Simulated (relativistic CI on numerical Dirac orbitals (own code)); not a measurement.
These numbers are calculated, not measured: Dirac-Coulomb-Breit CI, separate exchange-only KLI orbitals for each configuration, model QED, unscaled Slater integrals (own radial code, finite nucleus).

The strongest absorption lines from the ground level of an ion, among the configurations computed and to levels below about 7340 eV (vacuum wavelength in nm, gf): 0.18840 (0.69), 0.22934 (1.8), 0.22942 (2), 0.22956 (0.86), 0.23039 (0.77), 0.24521 (1.9), 0.24613 (1.9), 0.24632 (2.5).

Problem. Which ion is it?
A. Te XLIV
B. Ba XLVIII
C. Gd LVI
D. Ba L

Solution. B. Ba XLVIII has 9 electrons and the ground level 2s²2p⁵ ²P°3/2; the strongest line goes to 2s²2p⁴3d ²D5/2. The pattern of lines fixes the number of electrons, and along that sequence the line energies rise steadily with the charge (about as its square where n changes within one kind of shell, about linearly where n is kept but much faster in heavy ions where fine structure, which grows about as Z⁴, sets the gap, and irregularly where shells cross), which fixes Z. Configurations outside the model, such as inner-shell arrays, can give stronger lines. At this charge energies of transitions that change n are usually good to better than 1 %, and those within a shell (Δn = 0) to a few per cent.

LS names give the leading component of a level, which can be under half, so a name can repeat, a term be missing and a line seem to break the LS rules.
